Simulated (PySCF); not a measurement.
SMILES [B](C)C (C₂H₆B), doublet at its PBE0/def2-SVP optimised geometry (Å):

```
9

C     -1.0147     0.5691     0.0000
B     -0.0253    -0.6249     0.0000
C      1.5254    -0.6249     0.0000
H     -1.2220     0.7585    -1.0731
H     -1.9897     0.3642     0.4667
H     -0.5948     1.5062     0.4098
H      1.9790     0.2965    -0.4097
H      1.9897    -1.5062    -0.4669
H      1.8035    -0.6638     1.0730
```

Computed with unrestricted PBE0/def2-TZVP (PySCF).

Map of the Laplacian of the electron density (e/bohr⁵) on the plane z = 1.5 Å:

```
|000000000000000000000000000|
|000000000000000000000000000|
|000000000000000000000000000|
|000000000000000000000000000|
|000000000000000000000000000|
|000000000000000000000000000|
|000000000000000000000000000|
|000000000001000000000000000|
|000000000111100000000000000|
|000000001111100000000000000|
|000000111221100000000000000|
|000000112221100000000000000|
|000000122211100001111000000|
|000000111111111112443100000|
|000000001111111125776310000|
|000000000000111136898410000|
|000000000000001125787310000|
|000000000000000113564200000|
|000000000000000011221000000|
|000000000000000000000000000|
|000000000000000000000000000|
|000000000000000000000000000|
|000000000000000000000000000|
|000000000000000000000000000|
|000000000000000000000000000|
|000000000000000000000000000|
|000000000000000000000000000|
```
Scale: ten equal steps from 0.000 (start of '0') to 0.095 (end of '9'), in the order '0123456789'; x runs from -4.00 to 4.00, y from -4.00 (bottom) to 4.00 (top).
